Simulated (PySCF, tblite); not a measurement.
Compound: C₆H₁₃ClOSi.
Geometry (GFN2-xTB, Å), atoms numbered from 1 in this order:
```xyz
22
C6H13ClOSi angstrom
C      2.836    0.018   -1.383
O      1.530   -0.307   -0.977
C      1.323   -0.328    0.431
C      1.327    1.066    1.057
Si    -0.355   -1.243    0.576
Cl    -0.726   -1.605    2.538
C     -1.717   -0.151   -0.130
C     -2.519    0.770    0.755
C     -3.166   -0.436    0.164
H      3.574   -0.619   -0.880
H      2.878   -0.158   -2.457
H      3.079    1.067   -1.183
H      2.128   -0.921    0.896
H      1.067    0.989    2.110
H      2.306    1.536    0.981
H      0.597    1.698    0.558
H     -0.275   -2.530   -0.115
H     -1.514    0.227   -1.125
H     -2.784    1.742    0.367
H     -2.317    0.766    1.815
H     -3.882   -0.302   -0.632
H     -3.399   -1.258    0.823
```

Computed with PBE0/pcSseg-1 in PySCF (dipole) on a GFN2-xTB geometry, gas phase.

Take the most abundant isotopes and a rigid rotor. The values belong to one conformer with, in the numbering `[CH3:1][O:2][C@@H:3]([CH3:4])[Si@@H:5]([Cl:6])[CH:7]1[CH2:8][CH2:9]1`, C1–O2–C3–C4 72°, O2–C3–Si5–Cl6 172°, C3–Si5–C7–C8 -93°.

Question: What are A, B and C (MHz)?

Answer: Ia = 322.46, Ib = 670.20, Ic = 808.77 u·Å²; 505379 MHz·u·Å²/I gives A = 1567, B = 754.1, C = 624.9 MHz.

Question: Classify the top.

Answer: An asymmetric top. Ray's parameter κ = (2B − A − C)/(A − C) = -0.726; −1 is the prolate and +1 the oblate limit.

Question: Is it planar, by Δ = Ic − Ia − Ib?

Answer: Not planar: Δ = Ic − Ia − Ib = -183.89 u·Å². For a rigid frame Δ = −2 Σ m c², so Σ m c² = 91.94 u·Å² lies off the ab plane: 25.52 from hydrogen and 66.43 from heavier atoms. The atom farthest from that plane is 2.14 Å away.

Question: List the rotational levels J(Ka,Kc) to J = 3 (K).

Answer: Above 0(0,0), as E/k:
J = 1: 1(0,1) 0.066, 1(1,1) 0.105, 1(1,0) 0.111
J = 2: 2(0,2) 0.198, 2(1,2) 0.231, 2(1,1) 0.250, 2(2,1) 0.367, 2(2,0) 0.368
J = 3: 3(0,3) 0.394, 3(1,3) 0.420, 3(1,2) 0.457, 3(2,2) 0.566, 3(2,1) 0.569, 3(3,1) 0.777, 3(3,0) 0.777
The levels of one J sum to (2J + 1)J(J + 1)(A + B + C)/3.

Question: Which lines would a microwave search look for?

Answer: The dipole components are |μa| = 1.59 D, |μb| = 0.89 D, |μc| = 0.69 D. The squared components, which scale the intensities, stand as 1.00 : 0.31 : 0.19 (a : b : c). Some lines, for components of 0.1 D or more:

```tsv
type	branch	J(Ka,Kc)	MHz	lower level (cm⁻¹)
a	Q	2(1,1) ← 2(1,2)	388	0.161
c	Q	2(1,2) ← 2(0,2)	698	0.138
c	Q	1(1,1) ← 1(0,1)	813	0.046
b	Q	1(1,0) ← 1(0,1)	942	0.046
b	Q	2(1,1) ← 2(0,2)	1086	0.138
a	R	1(0,1) ← 0(0,0)	1379	0.000
b	R	2(0,2) ← 1(1,1)	1930	0.073
b	R	1(1,1) ← 0(0,0)	2192	0.000
c	R	1(1,0) ← 0(0,0)	2321	0.000
c	Q	2(2,1) ← 2(1,1)	2440	0.174
b	Q	2(2,0) ← 2(1,1)	2454	0.174
a	R	2(1,2) ← 1(1,1)	2629	0.073
a	R	2(0,2) ← 1(0,1)	2744	0.046
b	Q	2(2,1) ← 2(1,2)	2827	0.161
a	R	2(1,1) ← 1(1,0)	2887	0.077
b	R	2(1,2) ← 1(0,1)	3442	0.046
c	R	2(1,1) ← 1(0,1)	3829	0.046
b	R	2(2,1) ← 1(1,0)	5327	0.077
c	R	2(2,0) ← 1(1,0)	5341	0.077
c	R	2(2,1) ← 1(1,1)	5456	0.073
b	R	2(2,0) ← 1(1,1)	5470	0.073
```

Question: Estimate the classical rotational partition function at 10 K, 50 K and 298.15 K.

Answer: Point group C1, symmetry number σ = 1; q = (√π/σ)·√((kT/h)³/(ABC)), k/h = 20836.6 MHz/K: 6200 at 10 K, 69400 at 50 K, 1010000 at 298.15 K.

Its GFN2-xTB frequencies are all real (lowest 28 cm⁻¹). These are rigid-rotor constants of the computed structure; measured ground-state constants (B0) also hold zero-point vibration. A rigid rotor knows nothing of internal rotation, which can split or shift real lines. Quadrupole hyperfine structure (35Cl) is left out.
